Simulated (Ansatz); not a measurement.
`N[SiH](O)[SbH2]` and `N[SiH2][SbH2]` differ in one atom or group.

Ansatz, PBE0-D4/def2-TZVP geometries, multiplicity 1. Each molecule was computed in one conformer, which needn't be the lowest.

Elements past krypton have def2 core potentials.

```csv
property,`N[SiH](O)[SbH2]`
HOMO energy (ωB97M-V/def2-TZVPP) / eV,-8.64
LUMO energy (ωB97M-V/def2-TZVPP) / eV,1.60
LUMO energy (PBE/def2-TZVPP) / eV,-0.87
HOMO–LUMO gap (B3LYP/def2-TZVPP) / eV,6.12
HOMO–LUMO gap (PBE/def2-TZVPP) / eV,4.70
"ideal-gas entropy at 298 K and 1 bar (rigid rotor, harmonic PBE0-D4/def2-TZVP) / J/(mol·K)",368
```

Task: What does the change do to each property? (An estimate is asked.)

Result: The calculation gave: 
| property | `N[SiH2][SbH2]` | shift |
| --- | --- | --- |
| HOMO energy (ωB97M-V/def2-TZVPP) / eV | -8.82 | -0.18 |
| LUMO energy (ωB97M-V/def2-TZVPP) / eV | 1.30 | -0.30 |
| LUMO energy (PBE/def2-TZVPP) / eV | -1.10 | -0.23 |
| HOMO–LUMO gap (B3LYP/def2-TZVPP) / eV | 6.09 | -0.03 |
| HOMO–LUMO gap (PBE/def2-TZVPP) / eV | 4.65 | -0.05 |
| ideal-gas entropy at 298 K and 1 bar (rigid rotor, harmonic PBE0-D4/def2-TZVP) / J/(mol·K) | 345 | -23 |

With PBE0 the HOMO falls by 0.18 eV and the LUMO falls by 0.24 eV, so the gap narrows by about 0.06 eV. PBE moves the HOMO by -0.17 eV and ωB97M-V by -0.18 eV. The zero-point energy changes by -17.6 kJ/mol with -3 modes.

B3LYP here is the variant with VWN-RPA as its local correlation; programs differ in this.

Spin–orbit coupling is left out; it splits and shifts lone-pair levels of the heavy atoms by tenths of an eV.
